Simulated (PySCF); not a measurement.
Be²⁺ (beryllium, charge +2): UHF calculation

Configuration: 1s2, closed-shell 1S. Computed with PySCF 2.14 in aug-cc-pCVTZ-DK (7s6p4d2f, 59 functions), with the spin-free X2C one-electron Hamiltonian (Gaussian nucleus).

- Total energy: -13.613525 hartree
- One-electron energy: -15.8914 hartree
- Hartree (Coulomb) energy: 4.5557 hartree
- Exchange energy: -2.2779 hartree
- ⟨S²⟩: 0.0000
- ⟨L²⟩: 0.000
- Sum of ⟨r⟩: 0.8280 bohr
- Sum of ⟨r²⟩: 0.4635 bohr²
- Langevin diamagnetic susceptibility: -0.367 ×10⁻⁶ cm³/mol

```tsv
shell	electrons	mean orbital energy (hartree)	rms radius, mean of both spins (bohr)
1s	2	-5.66783	0.481
```
